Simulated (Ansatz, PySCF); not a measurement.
C4H10BN, SMILES C=CB(C)NC. Atoms are numbered in the order given.

```xyz
16

C     -1.6922    -1.0721     0.8304
C     -1.1338     0.1476     0.7834
B     -0.0070     0.6215    -0.2087
C     -0.1736     2.0231    -0.9351
N      1.1380    -0.1497    -0.4647
C      1.5602    -1.4109     0.1115
H     -1.3508    -1.8893     0.1847
H     -2.5316    -1.3103     1.4936
H     -1.5738     0.9128     1.4405
H     -0.2571     2.8321    -0.1869
H      0.6552     2.2810    -1.6158
H     -1.1122     2.0544    -1.5160
H      1.7946     0.2176    -1.1472
H      0.9579    -1.6379     1.0006
H      1.4499    -2.2543    -0.5949
H      2.6198    -1.3727     0.4177
```
Charge 0, spin multiplicity 1.

Geometry optimised at B3LYP-D3(BJ)/def2-SVP. This is a generated structure with no PubChem entry under its InChIKey; it may be hypothetical. One conformer was computed; it need not be the lowest.

Two levels are set side by side: PBE-D3(BJ)/def2-SVP (Ansatz, an electronic-structure program) and B3LYP-D3(BJ)/def2-SVP (Ansatz). Each level has its own optimised geometry; the coordinates shown are those of the second. Frequencies come from the Hessian of PySCF at each geometry. Differences are taken from unrounded values.

| quantity | B3LYP-D3(BJ) | PBE-D3(BJ) | PBE-D3(BJ) minus B3LYP-D3(BJ) |
|---|---|---|---|
| mean bond length (Å) | 1.219 | 1.226 | 0.007 |
| bond C1–C2 (Å) | 1.342 | 1.351 | 0.009 |
| bond C2–B3 (Å) | 1.574 | 1.576 | 0.002 |
| bond B3–C4 (Å) | 1.587 | 1.590 | 0.003 |
| bond B3–N5 (Å) | 1.404 | 1.411 | 0.007 |
| bond N5–C6 (Å) | 1.449 | 1.450 | 0.001 |
| bond C1–H7 (Å) | 1.096 | 1.104 | 0.008 |
| bond C1–H8 (Å) | 1.096 | 1.104 | 0.008 |
| bond C2–H9 (Å) | 1.100 | 1.109 | 0.008 |
| bond C4–H10 (Å) | 1.105 | 1.112 | 0.007 |
| bond C4–H11 (Å) | 1.103 | 1.110 | 0.007 |
| bond C4–H12 (Å) | 1.104 | 1.111 | 0.007 |
| bond N5–H13 (Å) | 1.016 | 1.024 | 0.008 |
| bond C6–H14 (Å) | 1.098 | 1.106 | 0.008 |
| bond C6–H15 (Å) | 1.106 | 1.114 | 0.008 |
| bond C6–H16 (Å) | 1.104 | 1.112 | 0.008 |
| highest harmonic wavenumber (cm⁻¹) | 3580 | 3495 | -85 |
| mean harmonic wavenumber (cm⁻¹) | 1449 | 1411 | -37 |
| zero-point energy (kcal/mol) | 86.98 | 84.74 | -2.24 |

GGA bonds tend to be longer and softer than those of functionals with exact exchange. Differences between two approximate levels are no errors against the true value.
